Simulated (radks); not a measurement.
The numbers below are computed, except where a source is named.
Problem. Rh I, 45 electrons, occupied as [Kr] 4d8 5p1 (not the ground configuration). Code: a radial shooting solver on a logarithmic mesh with Libxc functionals. Model: scalar-relativistic Kohn-Sham, BLYP, spin-polarised, spherical densities, point nucleus; open shells are filled with parallel spins first (spin-orbit coupling, left out, can overturn this in heavy ions). Some entries of the table are withheld. Estimate them.

orbital  occ.  eigenvalue (hartree)  <1/r> (bohr^-1)
1s up       1             -846.8694            47.05
1s down     1             -846.8692            47.05
2s up       1             -122.8253            10.65
2s down     1             -122.8145            10.65
2p up       3             -110.0922            10.32
2p down     3             -110.0839            10.32
3s up       1             -21.98296            3.709
3s down     1             -21.97716            3.709
3p up       3             -17.79890            3.533
3p down     3             -17.79234            3.533
3d up       5             -11.10625            3.307
3d down     5             -11.09625            3.307
4s up       1                   (1)            1.402
4s down     1                   (2)            1.404
4p up       3              -1.92993              (3)
4p down     3              -1.88019              (4)
4d up       5                   (5)           0.8735
4d down     3                   (6)           0.8650
5p up       1              -0.06736           0.2741

Solution. 
(1) 4s up eigenvalue (hartree): -3.10816
(2) 4s down eigenvalue (hartree): -3.06052
(3) 4p up <1/r> (bohr^-1): 1.252
(4) 4p down <1/r> (bohr^-1): 1.254
(5) 4d up eigenvalue (hartree): -0.29273
(6) 4d down eigenvalue (hartree): -0.24540
